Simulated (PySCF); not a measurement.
**Predicted spectroscopic data**

- GFN2-xTB structure
- PBE0/pcSseg-1 with gauge-including orbitals
- code: PySCF
- fast rotation and ring inversion assumed for equivalent nuclei, non-relativistic, one conformer, gas phase

Referencing at the same level of theory: TMS for $^{1}$H and $^{13}$C. Splittings of carbon signals by F and P are missing where no couplings were computed. Where no couplings were computed, multiplicities follow the n + 1 count of equivalent neighbours, and m marks all less simple cases (inequivalent or close neighbours, rings, F or P nearby). Shifts are as computed. Against solution values, carbons near 30 ppm lie about +3 ppm off and those near 130 ppm about +5 ppm. Of 1211 compounds with measured shifts, 218 miss one by over three times the rms of a fit or turn the order of signals round; such compounds aren't used in these exercises.

Compound 1 (C₃H₅F₃O₂Si). $^{1}$H NMR (500 MHz, computed): δ 4.92 (s, 3H), 3.19 (m, 2H). $^{13}$C{$^{1}$H} NMR (computed): δ 170.2, 133.2, 45.6. Structure: `O=C(CC(F)(F)F)O[SiH3]`.

Compound 2 (C₈H₇F₃). $^{1}$H NMR (500 MHz, computed): δ 7.96 (m, 2H), 7.62 (d, 2H), 2.58 (s, 3H). $^{13}$C{$^{1}$H} NMR (computed): δ 148.0 (C), 134.6 (C), 134.4 (CH), 134.1 (C), 132.4 (CH), 24.1 (CH3). Structure: `InChI=1S/C8H7F3/c1-6-2-4-7(5-3-6)8(9,10)11/h2-5H,1H3`.
